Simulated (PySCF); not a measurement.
Match each property card to its molecule.

Structures:
1. `OCC1=CC=CC=N1`
2. `COC1=NC1`
3. `CCCc1c[n-]cn1`

Card P (geometry GFN2-xTB):
* Rotational constants A, B, C: 5.107, 1.599, 1.227 GHz
* Static isotropic polarisability (wB97X-D/def2-SVPD): 78.6 au
* Dipole moment (wB97X-D/def2-SVPD): 3.98 D
* Lowest triplet excitation (Tamm–Dancoff) (TDA wB97X-D/def2-SVPD): 4.32 eV
* HOMO energy (wB97X-D/def2-SVPD): -9.19 eV
* Strongest line among the 8 lowest singlet transitions (TDDFT wB97X-D/def2-SVPD): S8 at 7.54 eV (164 nm, f = 0.556)

Card Q (geometry PBE0-D3(BJ)/def2-SVP):
- Rotational constants A, B, C: 4.902, 1.380, 1.160 GHz
- HOMO energy (KT3/pcSseg-1): 0.44 eV
- Point group: C1
- Isotropic shieldings of nuclei other than C and H, by class (GIAO KT3/pcSseg-1): -9 (1 N), -8 (1 N) ppm
- 13C chemical shifts (computed TMS as zero) by class (GIAO KT3/pcSseg-1): 133.8 (1 C), 128.9 (1 C), 113.8 (1 C), 35.1 (1 C), 33.3 (1 C), 17.5 (1 C) ppm
- Largest of the computed one-bond spin–spin couplings (means over like bonds) (B3LYP/pcJ-1, spin–dipole term left out): 13C–1H +188.3, 13C–1H +173.3, 13C–1H +131.5 (×3), 13C–1H +127.1 (×2), 13C–1H +124.8 (×2), 13C–13C +66.9, 13C–13C +58.3, 13C–13C +37.4 Hz

Card R (geometry PBE0-D3(BJ)/def2-SVP):
* Rotational constants A, B, C: 17.671, 3.746, 3.223 GHz
* Dipole moment (PBE0-D3(BJ)/def2-SVP): 2.01 D

Species are written as SMILES; each is one conformer at its optimised geometry, gas phase, non-relativistic unless stated. Electronic properties by PySCF. NMR classes are plain means over equivalent atoms (diastereotopic ones count apart unless rotation or inversion swaps them), as if these changed places fast.

Which card belongs to which structure?

P = 1, Q = 3, R = 2. What ties each card to its structure:
- 1 (card P), C6H7NO, monoisotopic mass 109.1 u, 8 heavy atoms: an asymmetric top with C = 1.227 GHz; polarisability 78.6 au for 58 electrons; dipole 3.98 D.
- 2 (card R), C3H5NO, monoisotopic mass 71.0 u, 5 heavy atoms: an asymmetric top with C = 3.223 GHz, the highest such constant on the cards; dipole 2.01 D.
- 3 (card Q), [C6H9N2]-, monoisotopic mass 109.1 u, 8 heavy atoms: 6 C in 6 classes; point group C1; a HOMO at 0.44 eV for the only species of charge -1; the least shielded carbon (133.8 ppm) is an aromatic CH next to a ring nitrogen; an asymmetric top with C = 1.160 GHz, the lowest such constant on the cards.
